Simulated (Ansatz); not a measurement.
Abridged output of a molecular run in Ansatz:

```
Functional definition: HF
1598 factors; integrals over basis functions are off by at most 1.0e-3 eV
mean field evaluation 1: about -23565.7631 eV, gradient 3.2e1 eV
mean field evaluation 2: about -23566.0499 eV, gradient 3.2e1 eV
mean field evaluation 4: about -23569.2835 eV, gradient 4.1e0 eV
mean field evaluation 8: about -23569.3551 eV, gradient 3.4e-1 eV
mean field -23569.35607535 eV, -866.1578598858 hartree, gradient 7.9e-6 eV, S^2 0.000000; 0 other end points of the search recorded, 0 dependent functions left out
13 core orbitals not correlated: weight in the atoms' cores, before any rotation towards them, 1.000 or more for the frozen orbitals, at most 0.000 for the correlated occupied ones
reference -23569.35607535 eV, -866.1578598858 hartree; 15, 15 occupied and 247, 247 virtual orbitals, 1598 factors
second order -22.20772392 eV of doubles, -0.00000000 eV of singles
cycle   1  -23.06557370 eV  change   -8.6e-1 eV  update   1.0e-1
cycle   2  -23.69131928 eV  change   -6.3e-1 eV  update   3.2e-2
cycle   3  -23.80635047 eV  change   -1.2e-1 eV  update   1.4e-2
cycle   4  -23.79975147 eV  change    6.6e-3 eV  update   3.8e-3
cycle   5  -23.79992009 eV  change   -1.7e-4 eV  update   1.5e-3
cycle   6  -23.79995570 eV  change   -3.6e-5 eV  update   3.9e-4
cycle   7  -23.79988748 eV  change    6.8e-5 eV  update   1.4e-4
cycle   8  -23.79990515 eV  change   -1.8e-5 eV  update   5.2e-5
cycle   9  -23.79991576 eV  change   -1.1e-5 eV  update   1.7e-5
perturbative correction -1.05402713 eV, -0.0387347826 hartree
Total energy: -23594.21001824 eV, -867.0712254405 hartree
```

Its atoms:

```xyz
12

C    -0.342   -0.013    1.585
C     0.740    0.485    0.696
Cl    2.017    1.285    1.573
C     0.808    0.376   -0.627
Si   -0.492   -0.456   -1.668
H    -0.787    0.814    2.144
H    -1.126   -0.510    1.011
H     0.059   -0.720    2.316
H     1.675    0.799   -1.125
H    -1.812    0.218   -1.533
H    -0.672   -1.881   -1.281
H    -0.067   -0.395   -3.090
```

(1) Which basis set was used?
A. def2-SVP
B. def2-TZVPP
C. def2-TZVPPD
D. cc-pV(D+d)Z

(2) Write the keys of the input that set method, charge and spin (a neutral closed shell needs none for the last two).

## Answers

(1) B. It gives 275 functions.

(2) 
```yaml
correlation: {method: ccsd_t}
```
